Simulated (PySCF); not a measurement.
A structure optimised at PBE-D3(BJ)/def2-SVP, used in a PySCF frequency run:

```
N
C 1 1.4500
H 2 1.1090 1 110.65
H 2 1.1150 3 107.44 1 120.88
H 2 1.1194 3 107.57 4 114.80
C 1 1.4500 2 114.15 3 175.82
H 6 1.1090 1 110.65 2 -175.82
H 6 1.1150 7 107.44 1 -120.88
H 6 1.1194 7 107.57 8 -114.80
Si 1 1.7499 2 120.79 3 -27.19
H 10 1.5047 1 107.68 2 162.25
H 10 1.5047 11 111.16 7 141.25
H 10 1.5172 11 107.16 12 116.79
```
Charge 0, spin multiplicity 1.

Write its SMILES, formula and point group.

CN(C)[SiH3], C2H9NSi, Cs

What are its rotational constants (standard atomic weights)?

8.2958, 4.3422, 3.0787 GHz
